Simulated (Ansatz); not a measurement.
`[F][GeH2][SiH3]` + `[CH3][GaH2]` → `[SiH3][GeH2][GaH2]` + `CF`  (formal exchange of groups at a Ge–F bond)

Computed with Ansatz on PBE0-D4/def2-TZVP structures; ΔE is electronic, products minus reactants. CCSD(T)/CBS adds triple-zeta CCSD(T) − MP2 to the extrapolated MP2 energy (def2 sets, frozen cores). This one scheme is used for every species. DFT in def2-TZVPP. For Ga, Ge outer-core shells are correlated without core-valence functions, which leaves a few kJ/mol of doubt a bond. Scalar relativity is left out up to krypton.

`[F][GeH2][SiH3]`:

Z-matrix (Å, degrees):
```
Ge
Si 1 2.384
F 1 1.751 2 106.5
H 1 1.539 2 114.3 3 -115.9
H 1 1.539 2 114.3 3 115.9
H 2 1.487 1 108.6 3 179.8
H 2 1.484 1 109.6 3 60.2
H 2 1.484 1 109.6 3 -60.7
```

`[CH3][GaH2]`:

Cartesian coordinates in Å:
```
C -0.017 -0.164 0.890
Ga 0.046 0.211 -1.039
H -0.650 -1.042 1.058
H 0.968 -0.379 1.304
H -0.468 0.664 1.441
H -1.155 0.950 -1.740
H 1.275 -0.239 -1.914
```

`[SiH3][GeH2][GaH2]`:

Z-matrix (Å, degrees):
```
Si
Ge 1 2.384
H 1 1.488 2 109.9
H 1 1.487 2 111.4 3 120.5
H 1 1.488 2 109.8 3 -119.0
Ga 2 2.438 1 110.3 3 59.2
H 2 1.542 1 107.5 3 -178.5
H 2 1.542 1 107.6 3 -63.2
H 6 1.571 2 120.3 1 -88.7
H 6 1.571 2 120.2 1 88.9
```

`CF`:

Z-matrix (Å, degrees):
```
C
F 1 1.376
H 1 1.092 2 109.1
H 1 1.092 2 109.1 3 -120.0
H 1 1.092 2 109.1 3 120.0
```

Question: Is it downhill or uphill in electronic energy at CCSD(T)/CBS, and by how much? (An estimate is asked.)

Answer: Computed: Uphill: ΔE = +0.92 eV.

Question: What do these levels give: LDA (SPW92), BLYP-D4, CAM-B3LYP-D4, ωB97M-V, PBE-QIDH, LC-ωPBE? (An estimate is asked.)

Answer: Computed: LDA (SPW92) 0.79, BLYP-D4 0.86, CAM-B3LYP-D4 0.93, ωB97M-V 0.93, PBE-QIDH 0.90, LC-ωPBE 0.96 eV.

Largest T1 diagnostic among the species: 0.013.

Leaving LDA and LC-ωPBE aside and taking each functional with its dispersion term where it has one, the values, not all of them listed here, spread over 0.20 eV, from PBE-D4 to B97M-V. The D4 term adds −0.04 eV with B3LYP and −0.02 eV with PBE0; it sums over pairs of atoms, weighted by their polarisabilities, and B3LYP, whose exchange is more repulsive, gets the larger term.

B3LYP here is the variant with VWN-RPA as its local correlation; programs differ in this.
